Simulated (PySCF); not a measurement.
# Working out the electron affinity of Os

Os⁻ [Xe] 4f14 5d7 6s2 (4F) → Os [Xe] 4f14 5d6 6s2 (5D). Calculation: PySCF 2.14, in aug-cc-pVDZ-PP with ECP60MDF (5s5p4d2f, 54 functions); scalar relativity through the core potential. Frozen: 5s2 5p6. Energies in hartree (1 hartree = 27.21139 eV):

```tsv
part	Os⁻ (lower)	Os (upper)
UHF	-90.044038	-90.066686
MP2 opposite-spin	-0.124928	-0.091282
MP2 same-spin	-0.073561	-0.065707
```

Question: What does Hartree-Fock give?

Answer: (-90.066686) − (-90.044038) = -0.022648 hartree = -0.616 eV.

Question: What do MP2 and SCS-MP2 (6/5 opposite-spin, 1/3 same-spin) give?

Answer: The opposite-spin parts differ by 0.916 eV and the same-spin parts by 0.214 eV. MP2: -0.616 + (0.916) + (0.214) = 0.514 eV. SCS-MP2: -0.616 + 1.2 × (0.916) + (0.214)/3 = 0.555 eV.

Reference: 1.078 eV (measured; photodetachment measurements, as compiled on the Wikipedia data page of electron affinities), between the lowest levels; spin-orbit coupling is absent from the calculation.

A double-zeta basis recovers only part of the correlation energy.

What remains against the reference includes basis incompleteness, the frozen core and correlation beyond second order.
